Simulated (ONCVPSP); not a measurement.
# Ga ONCV: all-electron and pseudo phase curves

- Element: gallium
- Generator: ONCVPSP 4.0.1
- Type: optimised norm-conserving Vanderbilt (ONCV)
- Functional: LDA (Perdew-Wang 92)
- Relativity: fully relativistic
- Frozen core: [Ne] 3s2
- Valence charge: 19
- Reference configuration: 3p6 3d10 4s2 4p0.5 (charge +0.5)
- Partial waves: 4s: rc 1.85 bohr, ncon 4, nbas 7, qcut 4.4 1/bohr, 2 projectors, debl 2.8 Ha; 3p+4p: rc 1.25 bohr, ncon 5, nbas 9, qcut 13.9 1/bohr, 3 projectors, debl 2.5 Ha; 3d: rc 0.65 bohr, ncon 4, nbas 9, qcut 15.5 1/bohr, local; f scattering state at 0.25 Ha: rc 1.75 bohr, ncon 4, nbas 7, qcut 6 1/bohr, 3 projectors, debl 3.7 Ha
- Local potential: the d channel
- Core correction: Teter function, fcfact 3, rcfact 1.7

Open shells are filled in proportion to 2j + 1.

The phase is arctan(r·R′/R) of the radial function R(r), unwrapped; energies in Ha, scanned from -5 to 5 Ha. A pole is an energy at which the radial function vanishes at the test radius. The pseudo phase is shifted by a multiple of π to meet the all-electron one at the reference energy, and phase errors are pseudo minus all-electron; the curves can meet again beyond the range given. Levels narrower than the energy grid can be missing from the lists of poles.

```json
{"channel": "s", "radius (bohr)": "1.88", "reference energy (Ha)": "-0.47", "poles, all-electron": "1.65", "poles, pseudo": "1.65, 3.47", "unbroken range about the reference energy with phases within 0.05 rad": "below 3.3", "phase error 1 Ha above the reference energy (rad)": "-0.000"}
{"channel": "p3/2", "radius (bohr)": "1.27", "reference energy (Ha)": "-0.21", "poles, all-electron": "-3.25", "poles, pseudo": "-3.25", "unbroken range about the reference energy with phases within 0.05 rad": "the whole range", "phase error 1 Ha above the reference energy (rad)": "-0.000"}
{"channel": "p1/2", "radius (bohr)": "1.27", "reference energy (Ha)": "-0.22", "poles, all-electron": "-3.42", "poles, pseudo": "-3.42", "unbroken range about the reference energy with phases within 0.05 rad": "the whole range", "phase error 1 Ha above the reference energy (rad)": "+0.000"}
{"channel": "d5/2", "radius (bohr)": "0.66", "reference energy (Ha)": "-0.85", "poles, all-electron": "none", "poles, pseudo": "none", "unbroken range about the reference energy with phases within 0.05 rad": "the whole range", "phase error 1 Ha above the reference energy (rad)": "-0.001"}
{"channel": "d3/2", "radius (bohr)": "0.66", "reference energy (Ha)": "-0.87", "poles, all-electron": "none", "poles, pseudo": "none", "unbroken range about the reference energy with phases within 0.05 rad": "the whole range", "phase error 1 Ha above the reference energy (rad)": "+0.005"}
{"channel": "f7/2", "radius (bohr)": "1.78", "reference energy (Ha)": "0.25", "poles, all-electron": "4.61", "poles, pseudo": "4.61", "unbroken range about the reference energy with phases within 0.05 rad": "the whole range", "phase error 1 Ha above the reference energy (rad)": "-0.000"}
{"channel": "f5/2", "radius (bohr)": "1.78", "reference energy (Ha)": "0.25", "poles, all-electron": "4.61", "poles, pseudo": "4.61", "unbroken range about the reference energy with phases within 0.05 rad": "the whole range", "phase error 1 Ha above the reference energy (rad)": "+0.000"}
```

Note: ghosts flagged at negative energy: s at -755.5 eV; GHOST(+) flagged for s at 93.8 eV, p3/2 at 501.7 eV. A true bound ghost makes a file unfit for plane-wave use. The potential misses its own reference levels by up to 0.3 eV.

Phases in the f7/2 channel:

| E (Ha) | all-electron | pseudo |
| --- | --- | --- |
| -4.96 | 1.379 | 1.379 |
| -4.72 | 1.374 | 1.374 |
| -4.48 | 1.369 | 1.369 |
| -4.24 | 1.364 | 1.364 |
| -4.00 | 1.358 | 1.358 |
| -3.76 | 1.352 | 1.352 |
| -3.52 | 1.346 | 1.346 |
| -3.28 | 1.339 | 1.339 |
| -3.04 | 1.331 | 1.331 |
| -2.80 | 1.322 | 1.322 |
| -2.56 | 1.313 | 1.313 |
| -2.32 | 1.302 | 1.302 |
| -2.08 | 1.290 | 1.290 |
| -1.84 | 1.277 | 1.277 |
| -1.60 | 1.262 | 1.262 |
| -1.36 | 1.245 | 1.245 |
| -1.12 | 1.225 | 1.225 |
| -0.88 | 1.202 | 1.202 |
| -0.64 | 1.175 | 1.175 |
| -0.40 | 1.141 | 1.141 |
| -0.16 | 1.100 | 1.100 |
| 0.08 | 1.048 | 1.048 |
| 0.32 | 0.981 | 0.981 |
| 0.56 | 0.891 | 0.891 |
| 0.80 | 0.766 | 0.766 |
| 1.04 | 0.587 | 0.587 |
| 1.28 | 0.331 | 0.331 |
| 1.52 | -0.009 | -0.009 |
| 1.76 | -0.379 | -0.379 |
| 2.00 | -0.696 | -0.696 |
| 2.24 | -0.926 | -0.926 |
| 2.48 | -1.088 | -1.088 |
| 2.72 | -1.203 | -1.203 |
| 2.96 | -1.287 | -1.287 |
| 3.20 | -1.352 | -1.352 |
| 3.44 | -1.404 | -1.404 |
| 3.68 | -1.447 | -1.447 |
| 3.92 | -1.484 | -1.484 |
| 4.16 | -1.516 | -1.516 |
| 4.40 | -1.546 | -1.546 |
| 4.64 | -1.574 | -1.574 |
| 4.88 | -1.602 | -1.602 |
